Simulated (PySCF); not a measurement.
Vertical excitations of a molecule C3H3BF2 from TDA-PBE/def2-SVPD run with PySCF, as energy in eV (oscillator strength): 4.58 (0.001), 4.95 (0.002), 5.54 (0.065), 5.79 (0.034), 6.74 (0.043), 6.84 (0.001), 7.10 (0.000), 7.29 (0.024), 7.30 (0.000), 7.65 (0.051). Lowest triplet (TDA): 4.20 eV. Geometry: B3LYP-D3(BJ)/def2-SVP. The values are those of a single conformer.

Q: Pick the molecule that these values belong to.
A) C#CB(F)CF
B) C#CCB(F)F
C) FB1CC=C1F
D) FB1C=C[C@@H]1F

A: A, C#CB(F)CF
